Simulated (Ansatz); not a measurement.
Diatomic NaLi, closed-shell singlet (the spin of the measured ground state).

D_e counts from the fitted minimum to each atom's lowest state at the same level, without counterpoise. The singlet is restricted.

Correlated levels freeze the inner cores; with def2 sets outer-core shells near the valence are correlated too.

Programs: Ansatz (Gaussian basis) for Hartree–Fock, density functionals and correlated methods. Each number belongs to the level named beside it.

PBE/def2-TZVPP gives 77.5 kJ/mol for the bond energy D_e.

Task: How do the other levels lie against it? Give each less PBE: r2SCAN/def2-TZVPP, PBE0/def2-TZVPP, wB97M-V/def2-TZVPP, B2PLYP/def2-TZVPP, CCSD(T)/def2-QZVPP.

Result: r2SCAN/def2-TZVPP -12.0; PBE0/def2-TZVPP -5.5; wB97M-V/def2-TZVPP 9.5; B2PLYP/def2-TZVPP -2.6; CCSD(T)/def2-QZVPP 10.1 kJ/mol. 2 of 5 lie above PBE; the widest gap is to r2SCAN/def2-TZVPP.

Doubts at one or more of the structures used: a restricted determinant that unrestricted orbitals would lower (CCSD(T)/def2-QZVPP).

Ansatz is a program for electronic structure.
